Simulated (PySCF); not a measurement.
How methods differ on the ionisation energy of Ir

Ir [Xe] 4f14 5d7 6s2 (4F) → Ir⁺ [Xe] 4f14 5d7 6s1 (5F), as a difference of total energies. All numbers are calculated (PySCF 2.14, the spin-free X2C one-electron Hamiltonian (Gaussian nucleus), in ANO-RCC-VTZP). Correlated levels: valence: [Xe] 4f14 frozen. The calculations carry no spin-orbit coupling.

Problem. Order these methods by the ionisation energy they give, lowest first.
A. SCS-MP2 (valence)
B. UHF
C. CCSD(T) (valence)
D. CCSD (valence)

Solution. B (7.035 eV), D (8.567 eV), C (8.694 eV), A (8.759 eV).

Errors of the correlated levels include the incompleteness of this basis and the frozen core.

For comparison: 8.926 eV (measured; NIST levels, between the centres of gravity of the two terms).
